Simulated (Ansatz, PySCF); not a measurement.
FHI2OSi. Atoms are numbered in the order given.

```xyz
6

O     -1.6377    -1.5488    -0.4419
Si    -0.5995    -0.5692     0.3580
F     -0.7762    -0.7508     1.9512
I      1.6342    -1.2345    -0.2424
I     -1.0483     1.7710    -0.1088
H     -2.5733    -1.3172    -0.4252
```
Charge 0, spin multiplicity 1.

Geometry: PBE0-D3(BJ)/def2-SVP. This is a generated structure with no PubChem entry under its InChIKey; it may be hypothetical. The def2 effective core potentials stand for the cores of I; spin–orbit coupling is left out. The values are those of a single conformer.

Vertical ionisation energy (IE) and electron affinity (EA) in eV. Rows of orbital energies are one-electron estimates. Where ΔSCF, EOM or ADC give a negative EA the extra electron is unbound and the value depends on the basis.

| level | IE | EA |
|---|---|---|
| −ε(HOMO), −ε(LUMO), HF/def2-TZVP (PySCF) | 10.35 | -1.96 |
| −ε(HOMO), −ε(LUMO), PBE/def2-TZVP (PySCF) | 6.74 | 2.24 |
| ΔSCF, CAM-B3LYP/def2-SVPD (Ansatz), final states of multiplicity 2 and 2 | 10.02 | 0.03 |
| ΔSCF, PBE/def2-SVPD (Ansatz), final states of multiplicity 2 and 2 | 9.45 | 0.26 |

**Question.** What vertical singlet–triplet gap does ΔSCF give with CAM-B3LYP/def2-SVPD (Ansatz, an electronic-structure program) and with PBE/def2-SVPD (Ansatz)? (The exact figures need the calculation; the answer reports its results.)

**Answer.** 4.96 and 4.36 eV (triplet above singlet where positive).
